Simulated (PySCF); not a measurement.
## S⁻ (sulfur, charge -1): B3LYP calculation

Configuration: [Ne] 3s2 3p5, 2P determinant. Calculation: PySCF 2.14, in aug-cc-pV(Q+d)Z; the non-relativistic Hamiltonian (point nucleus).

* Total energy: -398.2233 hartree
* One-electron energy: -554.4505 hartree
* Hartree (Coulomb) energy: 182.0510 hartree
* Exchange-correlation energy: -25.8237 hartree
* Kinetic energy: 397.01527 hartree
* ⟨S²⟩: 0.7548
* ⟨L²⟩: 2.030
* Sum of ⟨r⟩: 19.11 bohr
* Sum of ⟨r²⟩: 44.85 bohr²
* Traceless quadrupole moment −½Σ⟨3z² − r²⟩ along its main axis: 3.11 e·bohr²
* Density at the nucleus (Gaussians lack the cusp): 2640 bohr⁻³
* Spin density at the nucleus: 0.0198 bohr⁻³
* Langevin diamagnetic susceptibility: -35.5 ×10⁻⁶ cm³/mol

| shell | electrons | mean orbital energy (hartree) | spread (hartree) | rms radius, mean of both spins (bohr) |
| --- | --- | --- | --- | --- |
| 1s α | 1 | -88.63122 | 0 | 0.113 |
| 1s β | 1 | -88.62629 | 0 | 0.113 |
| 2s α | 1 | -7.67560 | 0 | 0.524 |
| 2s β | 1 | -7.67056 | 0 | 0.524 |
| 2p α | 3 | -5.63805 | 0.01579 | 0.495 |
| 2p β | 3 | -5.63048 | 0.00252 | 0.495 |
| 3s α | 1 | -0.40355 | 0 | 1.90 |
| 3s β | 1 | -0.35913 | 0 | 1.90 |
| 3p α | 3 | -0.01609 | 0.04192 | 2.67 |
| 3p β | 2 | 0.00974 | 0 | 2.67 |

At B3LYP the highest occupied level has a positive energy, so only the finite basis holds that electron; in a semilocal or global hybrid functional this comes from self-interaction and does not mean that the real anion is unbound.
